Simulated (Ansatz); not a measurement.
A nudged elastic band was laid between two geometries of FH$_{6}$InO$_{2}$Si (11 atoms, charge 0, multiplicity 1).

All numbers below come from Ansatz 0.2.0, RKS B3LYP/def2-SVP.

```json
{
 "movable images": "9",
 "climbing image": "yes",
 "spring": "5.0 eV/Å²",
 "optimiser": "quadratic models (default)",
 "start path": "through a guess of the saddle point",
 "force threshold": "0.05 eV/Å",
 "iteration limit": "60",
 "end points": "relaxed"
}
```

Image 0:

```xyz
11
Properties=species:S:1:pos:R:3
In -0.073 0.394 0.272
Si 2.044 -0.253 -1.029
O -1.838 1.286 -0.203
O -1.684 -1.172 0.967
H -1.496 -0.884 1.886
F -0.061 0.475 2.285
H 2.916 0.948 -1.173
H 2.780 -1.317 -0.291
H 1.671 -0.750 -2.384
H -1.867 1.841 -0.992
H -2.391 -0.568 0.663
```

Image 10:

```xyz
11
Properties=species:S:1:pos:R:3
In -1.220 0.400 0.889
Si 1.788 -0.489 -0.728
O -2.329 1.632 -0.232
O -0.949 -1.543 0.469
H 0.948 0.601 -0.098
F -0.569 1.057 2.621
H 3.021 0.195 -1.213
H 2.124 -1.508 0.296
H 1.038 -1.053 -1.880
H -2.365 2.514 0.169
H -1.486 -1.807 -0.293
```

(1) What changes between the two ends?

(2) What energy profile does the band end with?

(3) What is the geometry of the highest image?

Results:

(1) Bonds broken: In1–Si2, O4–H5. Bonds formed: Si2–H5. FH6InO2Si becomes FH2InO2 + H4Si.

(2) It converged. The highest image is number 6 of 0 to 10, 226.3 kJ/mol above the first end and 117.6 kJ/mol above the last; the last end lies 108.8 kJ/mol above the first. Beside the main top the profile has a ripple of under 15 meV (maxima at images 6, 8), which may be a very shallow well or noise. A vibrational analysis at the climbing image gives one clearly imaginary mode, 1149i cm⁻¹: a first-order saddle point. The orbitals stay closed-shell, which can raise the energy where a bond breaks towards radicals; this wasn't checked here.

| image | path coordinate (Å) | energy (kJ/mol) | In1–Si2 (Å) | O4–H5 (Å) | Si2–H5 (Å) |
| --- | --- | --- | --- | --- | --- |
| 0 | 0.00 | 0.0 | 2.57 | 0.98 | 4.63 |
| 1 | 1.14 | 3.4 | 2.56 | 1.00 | 4.24 |
| 2 | 2.28 | 56.6 | 2.55 | 1.67 | 3.79 |
| 3 | 3.42 | 104.6 | 2.57 | 2.95 | 3.61 |
| 4 | 4.56 | 124.6 | 2.58 | 3.91 | 3.09 |
| 5 | 5.70 | 138.4 | 2.62 | 3.88 | 2.68 |
| 6 | 6.83 | 226.3 | 2.93 | 3.52 | 1.83 |
| 7 | 8.11 | 116.2 | 3.53 | 3.38 | 1.50 |
| 8 | 9.39 | 117.2 | 3.56 | 3.15 | 1.50 |
| 9 | 10.67 | 112.0 | 3.53 | 3.03 | 1.51 |
| 10 | 11.95 | 108.8 | 3.53 | 2.92 | 1.51 |

(3) 
```xyz
11
Properties=species:S:1:pos:R:3
In -1.182 0.161 0.150
Si 1.638 -0.326 -0.492
O -1.905 1.770 -0.777
O -2.190 -1.540 0.398
H 0.758 0.284 0.994
F 0.014 0.674 1.888
H 2.617 0.770 -0.751
H 2.335 -1.554 -0.012
H 1.004 -0.666 -1.809
H -1.341 2.543 -0.627
H -1.748 -2.118 1.037
```

Run time: 8 min on 2 threads of Intel(R) Xeon(R) Platinum 8488C (Sapphire Rapids), with other jobs on the host, peak memory 0.31 GiB.
